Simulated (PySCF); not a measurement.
Correlation energy of Ne⁺ (neon, charge +1)

[He] 2s1 2p6, 2S determinant (an excited configuration). Calculation: PySCF 2.14, in def2-QZVPPD (8s5p4d2f1g, 66 functions); the non-relativistic Hamiltonian (point nucleus). Frozen: nothing; 9 electrons correlated.

MP2 pair energies summed by pair of shells (mhartree):

```csv
pair,energy,share (%)
2p-2p,-256.78,80.4
2s-2p,-36.66,11.5
1s-1s,-13.89,4.3
1s-2p,-10.82,3.4
1s-2s,-1.36,0.4
```

Total MP2 correlation energy: -319.51 mhartree.

Same-spin part -66.79 and opposite-spin part -252.72 mhartree; SCS-MP2 scales them by 1/3 and 6/5 to -325.53 mhartree.

This basis was not built for core-valence correlation, so the inner-shell part is incomplete.
